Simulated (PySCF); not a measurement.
**Assigning NMR signals**

Geometry:
| atom | x (Å) | y (Å) | z (Å) |
| --- | --- | --- | --- |
| C1 | -2.280 | 1.470 | 1.466 |
| C2 | -1.489 | 0.656 | 1.087 |
| C3 | -0.534 | -0.323 | 0.598 |
| C4 | -1.269 | -1.493 | -0.066 |
| C5 | 0.427 | 0.337 | -0.380 |
| C6 | 1.757 | -0.414 | -0.677 |
| Si7 | 1.977 | 1.236 | 0.183 |
| F8 | 2.320 | 1.147 | 1.758 |
| H9 | -2.970 | 2.179 | 1.814 |
| H10 | 0.035 | -0.699 | 1.457 |
| H11 | -0.550 | -2.220 | -0.438 |
| H12 | -1.928 | -1.983 | 0.647 |
| H13 | -1.868 | -1.135 | -0.901 |
| H14 | -0.089 | 0.686 | -1.269 |
| H15 | 1.908 | -1.328 | -0.117 |
| H16 | 1.997 | -0.554 | -1.722 |
| H17 | 2.550 | 2.451 | -0.323 |

[PySCF 2.14.0 with density-fitted response routines: σ from GIAO-PBE0/pcSseg-1; structure optimised with GFN2-xTB; a single conformation; no relativistic terms; averaged over atoms made equivalent by symmetry, fast rotation or ring inversion; no solvent model]

References, each an isolated molecule treated in the same way: $^{13}$C (186.93 ppm), $^{1}$H (31.72 ppm) against TMS.

**Question.** Assign these signals to the numbered atoms. $^{13}$C{$^{1}$H} NMR (computed): δ 94.3 (C), 74.7 (CH), 28.6 (CH), 25.3 (CH), 23.5 (CH3), 8.4 (CH2).

**Answer.** 
94.3 → C2, alkyne carbon: the triple bond shields along its axis, which puts it between sp3 and sp2 carbons
74.7 → C1, terminal alkyne carbon: the triple bond shields along its axis, which puts it between sp3 and sp2 carbons
28.6 → C3, propargylic sp3 CH: aliphatic region, no heteroatom directly attached
25.3 → C5, three-membered-ring carbon: carbons of three-membered rings are unusually shielded
23.5 → C4, methyl carbon: saturated and bonded to C and H only
8.4 → C6, three-membered-ring carbon: carbons of three-membered rings are unusually shielded

C5 and C4 lie closer than the usual error of such a calculation, so a measured spectrum could show them in the other order.

**Question.** Assign these signals to the numbered atoms. $^{1}$H NMR (400 MHz, computed): δ 5.25 (m, 1H), 2.35 (m, 1H), 1.55 (d, 1H), 1.47 (d, 3H), 0.98 (m, 1H), 0.91 (m, 1H), 0.76 (m, 1H).

**Answer.** 
5.25 → H17, hydrogen on a silicon bonded to 2 C, F, in a 3-membered ring
2.35 → H10, hydrogen on a propargylic sp3 CH
1.55 → H9, hydrogen on a terminal alkyne carbon: it lies on the axis of the triple bond, in its shielding cone
1.47 → H11/H12/H13, hydrogen on a methyl carbon
0.98 → H14, hydrogen on a three-membered-ring carbon: cyclopropane-type protons are shielded by the ring
0.91 → H16, hydrogen on a three-membered-ring carbon
0.76 → H15, hydrogen on a three-membered-ring carbon

H9 and H11/H12/H13; H14 and H16 lie closer than the usual error of such a calculation, so a measured spectrum could show them in the other order.

Splittings by $^{19}$F in the carbon and heteronuclear signals aren't shown, as no couplings were computed. Shifts are as computed. Against solution values, carbons near 30 ppm lie about +3 ppm off and those near 130 ppm about +5 ppm. Of 1309 compounds with measured shifts, 239 miss one by over three times the rms of a fit or turn the order of signals round; such compounds aren't used in these exercises. Multiplicities follow the n + 1 count of equivalent neighbours, as no J values were calculated; m marks all less simple cases, F and P coupling included.
